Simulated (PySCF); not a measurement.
CH3F2Ga (SMILES [CH3][Ga]([F])[F]), singlet, geometry from GFN2-xTB (such geometries of metal compounds can be far from the true shape). Base run: HF/6-31G run with PySCF.

Here is a job for PySCF.
```python
from pyscf import gto, scf, solvent

mol = gto.M(
    atom='''
Ga   -0.014165    0.009395   -0.010680
F    -1.590638   -0.719744   -0.242149
F     0.045749    1.571099   -0.802837
C     1.506782   -0.836218    1.023645
H     1.877832   -0.114101    1.747294
H     2.301201   -1.097239    0.327968
H     1.123387   -1.724797    1.518821
''',
    basis='6-31g',
    charge=0,
    spin=0,
    verbose=4,
)

mf = scf.RHF(mol)
mf.kernel()
```

The base run was repeated with changes; each row names its change, and settings that it needs were set with it.

```json
[
 {"change": "base", "ΔE vs base (kcal/mol)": "0.000", "dipole (D)": "4.17", "HOMO-LUMO gap (eV)": "14.34"},
 {"change": "model = IEF-PCM; solvent = dichloromethane; vdw_scale = 1.0", "ΔE vs base (kcal/mol)": "[?]", "dipole (D)": "4.56", "HOMO-LUMO gap (eV)": "14.42"},
 {"change": "model = IEF-PCM; solvent = dichloromethane; lebedev_order = 41", "ΔE vs base (kcal/mol)": "-12.69", "dipole (D)": "4.56", "HOMO-LUMO gap (eV)": "14.41"},
 {"change": "model = C-PCM; solvent = dichloromethane", "ΔE vs base (kcal/mol)": "-13.31", "dipole (D)": "4.56", "HOMO-LUMO gap (eV)": "14.42"},
 {"change": "model = COSMO; solvent = dichloromethane", "ΔE vs base (kcal/mol)": "-12.56", "dipole (D)": "4.54", "HOMO-LUMO gap (eV)": "14.42"},
 {"change": "model = IEF-PCM; solvent = dichloromethane; lebedev_order = 11", "ΔE vs base (kcal/mol)": "-12.59", "dipole (D)": "4.56", "HOMO-LUMO gap (eV)": "14.38"},
 {"change": "model = IEF-PCM; solvent = toluene", "ΔE vs base (kcal/mol)": "-7.20", "dipole (D)": "4.41", "HOMO-LUMO gap (eV)": "14.37"},
 {"change": "model = IEF-PCM; solvent = dichloromethane", "ΔE vs base (kcal/mol)": "-12.67", "dipole (D)": "4.56", "HOMO-LUMO gap (eV)": "14.40"},
 {"change": "model = ddCOSMO; solvent = dichloromethane", "ΔE vs base (kcal/mol)": "[?]", "dipole (D)": "[?]", "HOMO-LUMO gap (eV)": "14.41"},
 {"change": "model = SS(V)PE; solvent = dichloromethane", "ΔE vs base (kcal/mol)": "-12.57", "dipole (D)": "4.56", "HOMO-LUMO gap (eV)": "14.41"},
 {"change": "model = IEF-PCM; solvent = dichloromethane; r_probe = 0.5", "ΔE vs base (kcal/mol)": "[?]", "dipole (D)": "[?]", "HOMO-LUMO gap (eV)": "14.36"},
 {"change": "model = IEF-PCM; solvent = dichloromethane; vdw_scale = 1.4", "ΔE vs base (kcal/mol)": "-7.29", "dipole (D)": "4.51", "HOMO-LUMO gap (eV)": "14.36"}
]
```

### Question
Complete the blanks.

### Answer

- model = IEF-PCM; solvent = dichloromethane; vdw_scale = 1.0, ΔE vs base (kcal/mol): -25.37
- model = ddCOSMO; solvent = dichloromethane, ΔE vs base (kcal/mol): -10.49
- model = ddCOSMO; solvent = dichloromethane, dipole (D): 4.53
- model = IEF-PCM; solvent = dichloromethane; r_probe = 0.5, ΔE vs base (kcal/mol): -5.63
- model = IEF-PCM; solvent = dichloromethane; r_probe = 0.5, dipole (D): 4.45

The base is the gas phase, so ΔE is the electrostatic part of solvation at a fixed geometry, without cavity and dispersion terms.
